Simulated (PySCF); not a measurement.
Isomers of C2H9NOSi.

All values: wB97X-D/def2-SVPD (PySCF) at GFN2-xTB geometries, gas phase, one conformer each. Core orbitals are frozen in the response; Δα² is half the sum of the squared differences of the principal polarisabilities.

(1) Rank by HOMO energy, lowest first.
A. `[CH3:1][CH2:2][Si@@H:3]([NH2:4])[OH:5]` with C1–C2–Si3–N4 -173°, C2–Si3–N4–H -52° and 173°, C2–Si3–O5–H -62°
B. `[CH3:1][N:2]([CH3:3])[SiH2:4][OH:5]` with C1–N2–Si4–O5 -169°, N2–Si4–O5–H 53°
C. `[CH3:1][NH:2][Si@H:3]([CH3:4])[OH:5]` with C1–N2–Si3–C4 -54°, N2–Si3–O5–H 58°

(2) Rank by dipole moment, lowest first.
A. `[CH3:1][CH2:2][NH:3][SiH2:4][OH:5]` with C1–C2–N3–Si4 -152°, C2–N3–Si4–O5 178°, N3–Si4–O5–H -52°
B. `[NH2:1][SiH2:2][CH2:3][CH2:4][OH:5]` with H–N1–Si2–C3 -175° and 46°, N1–Si2–C3–C4 -170°, Si2–C3–C4–O5 -64°, C3–C4–O5–H 58°
C. `[CH3:1][O:2][Si@H:3]([CH3:4])[NH2:5]` with C1–O2–Si3–C4 174°, O2–Si3–N5–H -57° and 165°
D. `[CH3:1][NH:2][CH2:3][SiH2:4][OH:5]` with C1–N2–C3–Si4 -176°, N2–C3–Si4–O5 44°, C3–Si4–O5–H -18°

Results:

(1) A (-9.35 eV), C (-8.67 eV), B (-8.31 eV).

(2) C (1.59 D), A (1.85 D), D (2.43 D), B (2.72 D).

All values together:

```
       SMILES  μ (D)  HOMO (eV)  LUMO (eV)  α (Å³)  Δα (Å³)
   N[SiH2]CCO   2.72      -9.44       1.78    9.56     1.87
   CNC[SiH2]O   2.43      -8.70       2.04    9.55     2.44
 CN[Si@H](C)O   1.71      -8.67       2.06    9.22     1.34
   CCN[SiH2]O   1.85      -8.74       1.98    9.34     2.31
CC[Si@@H](N)O   1.61      -9.35       1.99    9.22     1.61
 CO[Si@H](C)N   1.59      -9.24       2.09    9.26     1.50
 CN(C)[SiH2]O   1.70      -8.31       1.95    9.31     1.67
```

Conformers: `[NH2:1][SiH2:2][CH2:3][CH2:4][OH:5]` with H–N1–Si2–C3 -175° and 46°, N1–Si2–C3–C4 -170°, Si2–C3–C4–O5 -64°, C3–C4–O5–H 58°; `[CH3:1][NH:2][CH2:3][SiH2:4][OH:5]` with C1–N2–C3–Si4 -176°, N2–C3–Si4–O5 44°, C3–Si4–O5–H -18°; `[CH3:1][NH:2][Si@H:3]([CH3:4])[OH:5]` with C1–N2–Si3–C4 -54°, N2–Si3–O5–H 58°; `[CH3:1][CH2:2][NH:3][SiH2:4][OH:5]` with C1–C2–N3–Si4 -152°, C2–N3–Si4–O5 178°, N3–Si4–O5–H -52°; `[CH3:1][CH2:2][Si@@H:3]([NH2:4])[OH:5]` with C1–C2–Si3–N4 -173°, C2–Si3–N4–H -52° and 173°, C2–Si3–O5–H -62°; `[CH3:1][O:2][Si@H:3]([CH3:4])[NH2:5]` with C1–O2–Si3–C4 174°, O2–Si3–N5–H -57° and 165°; `[CH3:1][N:2]([CH3:3])[SiH2:4][OH:5]` with C1–N2–Si4–O5 -169°, N2–Si4–O5–H 53°.
